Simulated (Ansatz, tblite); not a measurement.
Forces on the cluster Si₃Se₃⁻ at its PBE-D4/def2-SVPD geometry. The state is a doublet with charge -1.

The xTB rows come from tblite. Another isomer (doublet) lies 0.07 eV lower at PBE0-D4/def2-TZVPD; other spin states weren't run for this one.

GFN1-xTB (tblite), largest force 1.49 eV/Å:

```xyz
6
positions Å, forces eV/Å
Si   -0.842   -1.586    0.489    0.560    1.119   -0.808
Si    1.495   -1.105    0.031   -1.190    0.756   -0.468
Si   -0.370    2.212    0.426    0.253   -1.231    0.011
Se   -1.927    0.571    0.767    1.188    0.025   -0.176
Se   -0.056   -1.409   -1.764    0.273   -0.224    1.168
Se    1.701    1.316    0.052   -1.084   -0.444    0.274
```

GFN2-xTB (tblite), largest force 0.23 eV/Å:

```
Si -0.058 -0.018 -0.084
Si 0.027 -0.002 -0.100
Si -0.044 0.159 -0.054
Se -0.029 0.030 0.156
Se 0.033 -0.220 -0.056
Se 0.071 0.051 0.137
```

PBE-D4/def2-TZVPD (Ansatz), largest force 0.18 eV/Å:

```
Si 0.082 0.119 -0.113
Si -0.154 0.070 -0.067
Si 0.027 -0.134 0.003
Se 0.136 0.008 -0.026
Se 0.036 -0.015 0.175
Se -0.128 -0.047 0.028
```
